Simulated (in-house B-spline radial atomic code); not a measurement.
Successive ionisation energies of gold; each step leads to the configuration of the next row (after the last: [Ar] 3d10 4s2 4p6). NIST's values go from ground level to ground level; the uncertainty of those that are theory runs from under 0.1 % in few-electron ions to several per cent in heavy many-electron ones. Computed with a radial B-spline atomic code at the basis-set limit: non-relativistic Hartree-Fock, average of the configuration, point nuclei.

This level leaves out relativity, spin-orbit splitting included, which matters for heavy ions.

| ion | configuration | ionisation energy (eV) | tabulated value (eV) | computed minus tabulated (eV) | highest orbital | largest mean radius (bohr) |
| --- | --- | --- | --- | --- | --- | --- |
| Au27+ | [Kr] 4d10 4f6 | 924.1 | 930 | -5.9 | 4f | 0.42884 |
| Au28+ | [Kr] 4d10 4f5 | 978.0 | 990 | -12.0 | 4f | 0.42627 |
| Au29+ | [Kr] 4d10 4f4 | 1033.1 | 1040 | -6.9 | 4f | 0.42369 |
| Au30+ | [Kr] 4d10 4f3 | 1089.2 | 1100 | -10.8 | 4f | 0.42141 |
| Au31+ | [Kr] 4d10 4f2 | 1146.4 | 1150 | -3.6 | 4f | 0.41912 |
| Au32+ | [Kr] 4d10 4f1 | ? | ? | ? | ? | ? |
| Au33+ | [Kr] 4d10 | 1485.5 | 1475 | 10.5 | 4d | 0.41453 |
| Au34+ | [Kr] 4d9 | 1540.9 | 1527 | 13.9 | 4d | 0.41256 |
| Au35+ | [Kr] 4d8 | 1597.0 | 1584 | 13.0 | 4d | 0.4106 |
| Au36+ | [Kr] 4d7 | 1653.7 | 1644 | 9.7 | 4d | 0.40865 |
| Au37+ | [Kr] 4d6 | ? | ? | ? | ? | ? |
| Au38+ | [Kr] 4d5 | 1769.0 | 1758 | 11.0 | 4d | 0.40479 |
| Au39+ | [Kr] 4d4 | ? | ? | ? | ? | ? |
| Au40+ | [Kr] 4d3 | 1886.7 | 1904 | -17.3 | 4d | 0.40099 |
| Au41+ | [Kr] 4d2 | 1946.4 | 1967 | -20.6 | 4d | 0.39911 |
| Au42+ | [Kr] 4d1 | 2006.7 | 2026 | -19.3 | 4d | 0.39725 |

Question: Fill in the row of Au32+.

Answer: ionisation energy (eV): 1204.7; tabulated value (eV): 1210; computed minus tabulated (eV): -5.3; highest orbital: 4f; largest mean radius (bohr): 0.41683.

Question: Fill in the row of Au37+.

Answer: ionisation energy (eV): 1711.1; tabulated value (eV): 1702; computed minus tabulated (eV): 9.1; highest orbital: 4d; largest mean radius (bohr): 0.40671.

Question: Fill in the row of Au39+.

Answer: ionisation energy (eV): 1827.5; tabulated value (eV): 1845; computed minus tabulated (eV): -17.5; highest orbital: 4d; largest mean radius (bohr): 0.40289.
